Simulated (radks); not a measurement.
Spherical jellium clusters: N electrons in a uniform positive sphere of charge N and radius rs N^(1/3), rs = 2.62 bohr. Calculated with a radial shooting solver with Libxc functionals: non-relativistic Kohn-Sham, PBE, spin-polarised, spherical densities. Levels are named by radial order and angular momentum (1s, 1p, 1d, 2s, ...), and open shells are averaged over m.

N = 19, configuration 1s2 1p6 1d10 2s(up 1, down 0). This is the lowest configuration that the search found. Occupied levels:

level    occupation  eigenvalue (eV)  <r> (bohr)
1s up             1          -8.5920       4.137
1s down           1          -8.2917       4.416
1p up             3          -6.5478       5.231
1p down           3          -6.4835       5.241
1d up             5          -4.2774       6.021
1d down           5          -4.2185       5.979
2s up             1          -3.8727       5.330

Energy (eV): total -26.3622, kinetic 68.737, external -1636.3, Hartree 796.24, exchange-correlation -98.066, background 843.06.
